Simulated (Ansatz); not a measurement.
One change: `CO[SiH2][SeH]` becomes `CO[SiH2][SiH3]`.

Ansatz, PBE0-D4/def2-TZVP geometries, multiplicity 1. Each molecule was computed in one conformer, which needn't be the lowest.

Scalar relativity is left out up to krypton.

| property | `CO[SiH2][SeH]` |
| --- | --- |
| HOMO–LUMO gap (ωB97M-V/def2-TZVPP) / eV | 11.27 |
| size of the dipole moment (ωB97M-V/def2-TZVPP) / D | 1.92 |
| HOMO–LUMO gap (PBE/def2-TZVPP) / eV | 5.26 |
| HOMO energy (ωB97M-V/def2-TZVPP) / eV | -9.35 |
| LUMO energy (B3LYP/def2-TZVPP) / eV | -0.16 |
| HOMO–LUMO gap (PBE0/def2-TZVPP) / eV | 7.29 |

(1) What does the change do to each property? (Estimate.)

Results:

(1) Computed: 
| property | `CO[SiH2][SiH3]` | shift |
| --- | --- | --- |
| HOMO–LUMO gap (ωB97M-V/def2-TZVPP) / eV | 11.74 | 0.47 |
| size of the dipole moment (ωB97M-V/def2-TZVPP) / D | 1.13 | -0.79 |
| HOMO–LUMO gap (PBE/def2-TZVPP) / eV | 5.60 | 0.34 |
| HOMO energy (ωB97M-V/def2-TZVPP) / eV | -10.19 | -0.84 |
| LUMO energy (B3LYP/def2-TZVPP) / eV | -0.38 | -0.22 |
| HOMO–LUMO gap (PBE0/def2-TZVPP) / eV | 7.92 | 0.63 |

With PBE0 the HOMO falls by 0.94 eV and the LUMO falls by 0.32 eV, so the gap widens by about 0.62 eV. PBE moves the HOMO by -0.64 eV and ωB97M-V by -0.84 eV. The zero-point energy changes by 42.3 kJ/mol with +6 modes. Dipoles are sizes alone; their direction can turn.

B3LYP here is the variant with VWN-RPA as its local correlation; programs differ in this.

Spin–orbit coupling is left out; it splits and shifts lone-pair levels of the heavy atoms by tenths of an eV.
